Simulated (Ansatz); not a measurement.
`CO[Si]F` + H₂ → `CO[SiH]` + H–F at 600 K and 1 bar (hydrogenolysis of the Si–F bond).

Program: Ansatz. Geometries: PBE0-D4/def2-TZVP. ΔE: electronic, gas phase. CCSD(T)/CBS is the MP2 limit (def2-TZVPP, def2-QZVPP) plus CCSD(T) − MP2 in def2-TZVPP, frozen cores. This one scheme is used for every species. One conformer a species, not always the lowest.

```json
{"species": "`CO[Si]F`", "CCSD(T)/CBS energy (Eh)": "-503.96814", "H − E (kJ/mol)": "161.1", "S (J/(mol·K))": "368.2"}
{"species": "H₂", "CCSD(T)/CBS energy (Eh)": "-1.17544", "H − E (kJ/mol)": "43.9", "S (J/(mol·K))": "150.8"}
{"species": "`CO[SiH]`", "CCSD(T)/CBS energy (Eh)": "-404.67988", "H − E (kJ/mol)": "167.6", "S (J/(mol·K))": "334.2"}
{"species": "H–F", "CCSD(T)/CBS energy (Eh)": "-100.39570", "H − E (kJ/mol)": "42.3", "S (J/(mol·K))": "194.0"}
```

H − E and S are ideal-gas, rigid-rotor, harmonic terms from PBE0-D4/def2-TZVP, for one conformer and one mirror image of each species. The MP2-based limit puts H₂ 0.8 mEh under its directly extrapolated value; such offsets cancel only in part. 1 Eh = 2625.50 kJ/mol, R = 8.31446 J/(mol·K).

Q: By hand: ΔE, ΔH, ΔS and ΔG.

A: ΔE = (-404.67988) + (-100.39570) − (-503.96814) − (-1.17544) = 0.06800 Eh = 178.5 kJ/mol. Δ(H − E) = 167.6 + 42.3 − 161.1 − 43.9 = 4.9, so ΔH = 183.4 kJ/mol. ΔS = 334.2 + 194.0 − 368.2 − 150.8 = 9.2 J/(mol·K). ΔG = 183.4 − 600 × (9.2)/1000 = 177.9 kJ/mol.

Q: By hand: the equilibrium constant, and the temperature at which ΔG would vanish if ΔH and ΔS stayed fixed.

A: log₁₀ K = −ΔG/(RT ln 10) = -15.5. ΔG = 0 at ΔH/ΔS = 19935 K, far beyond where these terms or the molecules hold.

The number of gas molecules stays the same, so ΔS is small and ΔH decides. A doubt of 5 kJ/mol in ΔE shifts log₁₀ K by 0.4 here. Other conformers and mirror images would add mixing entropy, several J/(mol·K) or more a flexible species. These are equilibria of isolated gas molecules and say nothing of rates. Largest T1 diagnostic: 0.015 (customary marks: 0.02 for closed shells, 0.045 for open ones).
